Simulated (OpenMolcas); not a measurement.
W2+ among 3 point charges of -1 e arranged as a planar triangle (D3h), 2.27 Å from the ion.

```json
{"Program": "OpenMolcas 26.06", "Method": "SS-CASPT2, IPEA 0.25 Eh, imaginary shift 0.1 Eh (closed shells correlated: 4f 5s 5p)", "Basis": "ANO-RCC-VDZP [7s6p4d2f1g]", "Scalar Hamiltonian": "DKH2, point nucleus", "Active space": "4 electrons in 5 orbitals (5d)", "State averaging": "2S+1 = 5 even, 5 roots; 2S+1 = 3 even, 45 roots; 2S+1 = 1 even, 50 roots", "Spin-orbit coupling": "state interaction with AMFI integrals over the reference wave functions"}
```

What is the spin-free ground state (labels of D3, the rotations of D3h)?

5E, 2-fold in its orbital part, 100 % from free-ion D terms; it has the highest spin that d4 allows.

Where is the first state of the same spin?

5E at 8370 cm-1 above the ground state.

What are the lowest two levels with spin-orbit coupling?

A 1-fold level A1, then a 1-fold level A2 420 cm-1 above it. Their leading multiplicities are 5 (87 %) and 5 (93 %).

What is χT at 300 K?

0.51 cm3 K/mol.

Roots that are degenerate in the reference are averaged as groups; the widest CASPT2 spread within a group is 810 cm-1 (the 3-fold group of multiplicity 3 near 15200 cm-1 above the lowest state of its run). Shifts and gaps below about the spread of the groups concerned are not significant. An orbital doublet at a regular site is open to a Jahn-Teller distortion, which this geometry leaves out. Point charges give a weaker field than real ligands, and real ions of this kind are as a rule low spin; the high spin found here belongs to the model. Free-ion shares, where given, are those of the reference states; single-state CASPT2 does not remix them. This is an electrostatic model: the charges have no orbitals. A group larger than the point group allows holds several states that coincide in this model. No measured value stands beside these numbers.
